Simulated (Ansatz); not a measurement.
Stepwise reaction of `F[Si](F)(Br)Br` with water, as a gas-phase model of exchange steps in deposition or etching. ΔE in kJ/mol; ΔG adds harmonic PBE0-D4 terms to CCSD(T)/CBS, at 1 bar.

Calculated with Ansatz (gas phase, PBE0-D4/def2-TZVP geometries, no zero-point term in ΔE). CCSD(T)/CBS adds triple-zeta CCSD(T) − MP2 to the extrapolated MP2 energy (def2 sets, frozen cores). This one scheme is used for every species. DFT in def2-TZVPP. B3LYP here is the variant with VWN-RPA as its local correlation; programs differ in this. For Br outer-core shells are correlated without core-valence functions, which leaves a few kJ/mol of doubt a bond. Scalar relativity is left out up to krypton. Each species was taken in one conformer, which may not be the lowest.

```csv
step,reaction,PBE-D4,B3LYP-D4,ωB97M-V,CCSD(T)/CBS,ΔG(600 K)
1,`F[Si](F)(Br)Br` + H₂O → `O[Si](F)(Br)Br` + H–F,31.2,32.6,32.5,32.2,27.6
2,`O[Si](F)(Br)Br` + H₂O → `O[Si](O)(Br)Br` + H–F,32.0,33.9,34.1,33.2,34.9
```

Question: By hand: ΔE of the 2 steps together at CCSD(T)/CBS.

Answer: (32.2) + (33.2) = 65.4 kJ/mol, or 32.7 kJ/mol a step.

In ΔE the steps differ by no more than 1.0 kJ/mol. All are uphill at CCSD(T)/CBS. ΔG lies between 27.6 and 34.9 kJ/mol a step. PBE-D4 differs from CCSD(T)/CBS by -1.2 to -1.0 kJ/mol a step. Isolated molecules leave out the surface, adducts and barriers. Largest T1 diagnostic: 0.009.
